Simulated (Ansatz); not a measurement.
One change: `[SH][Mg][SH]` becomes `C[S][Mg][SH]`.

Ansatz, PBE0-D4/def2-TZVP geometries, multiplicity 1. Each molecule was computed in one conformer, which needn't be the lowest.

| property | `[SH][Mg][SH]` |
| --- | --- |
| HOMO–LUMO gap (PBE0/def2-TZVPP) / eV | 5.83 |
| LUMO energy (PBE0/def2-TZVPP) / eV | -1.47 |
| HOMO–LUMO gap (ωB97M-V/def2-TZVPP) / eV | 9.40 |
| HOMO energy (PBE/def2-TZVPP) / eV | -6.11 |
| size of the dipole moment (B3LYP/def2-TZVPP) / D | 0.83 |
| LUMO energy (B3LYP/def2-TZVPP) / eV | -1.72 |

Task: Give the same properties after the change, and the shifts. (An estimate is asked.)

Result: Ansatz gave: 
| property | `C[S][Mg][SH]` | shift |
| --- | --- | --- |
| HOMO–LUMO gap (PBE0/def2-TZVPP) / eV | 5.31 | -0.52 |
| LUMO energy (PBE0/def2-TZVPP) / eV | -1.35 | 0.12 |
| HOMO–LUMO gap (ωB97M-V/def2-TZVPP) / eV | 8.85 | -0.55 |
| HOMO energy (PBE/def2-TZVPP) / eV | -5.50 | 0.61 |
| size of the dipole moment (B3LYP/def2-TZVPP) / D | 1.38 | 0.55 |
| LUMO energy (B3LYP/def2-TZVPP) / eV | -1.59 | 0.13 |

With PBE0 the HOMO rises by 0.64 eV and the LUMO rises by 0.12 eV, so the gap narrows by about 0.52 eV. PBE moves the HOMO by 0.61 eV and ωB97M-V by 0.65 eV. Dipoles are sizes alone; their direction can turn.

B3LYP here is the variant with VWN-RPA as its local correlation; programs differ in this.
